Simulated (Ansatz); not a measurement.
Reaction (ligand exchange at the Si–C bond): `C[SiH2][GaH2]` + `N=C=N` → `N=C=N[SiH2][GaH2]` + CH₄

Program: Ansatz. Geometries: PBE0-D4/def2-TZVP. ΔE: electronic, gas phase. CCSD(T)/CBS adds triple-zeta CCSD(T) − MP2 to the extrapolated MP2 energy (def2 sets, frozen cores). This one scheme is used for every species. Functionals use def2-TZVPP. For Ga outer-core shells are correlated without core-valence functions, which leaves a few kJ/mol of doubt a bond. Scalar relativity is left out up to krypton. Each species was taken in one conformer, which may not be the lowest.

```csv
species,revPBE-D4 energy (Eh)
`C[SiH2][GaH2]`,-2256.47873
`N=C=N`,-148.82257
`N=C=N[SiH2][GaH2]`,-2364.80642
CH₄,-40.52299
```

Problem. Work out ΔE.

Solution. ΔE = (-2364.80642) + (-40.52299) − (-2256.47873) − (-148.82257) = -0.02811 Eh = -73.8 kJ/mol. CCSD(T)/CBS gives -80.7 kJ/mol.

Largest T1 diagnostic among the species: 0.017.

In def2-TZVPP, CCSD(T) changes the Hartree–Fock value by +13.5 kJ/mol (the triples alone add +0.5 kJ/mol) and MP2 by +6.1 kJ/mol. From PBE to PBE0 (25 % exact exchange), in def2-TZVPP and without D4, ΔE moves by −3.2 kJ/mol. Leaving LDA and LC-ωPBE aside and taking each functional with its dispersion term where it has one, the values, not all of them listed here, spread over 16.6 kJ/mol, from BHLYP-D4 to PBE-D4.
